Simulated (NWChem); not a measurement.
# C4H6Si; SMILES C=CC#C[SiH3]

Results from NWChem. Structure relaxed at the PBE0/def2-SVP level. Level: PBE0/def2-SVP with SMD (1 M gas to 1 M solution), gas-phase geometry. Reactions with the solvent are ignored.

Task: Estimate the computed values for solvent toluene. Quantities: solvation free energy (kcal/mol); cavity-dispersion-structure term (kcal/mol); dipole in solution (D).

Result: The solvation free energy (kcal/mol) comes out as -2.4 and the cavity-dispersion-structure term (kcal/mol) is -0.7. The dipole in solution (D) is 1.35.
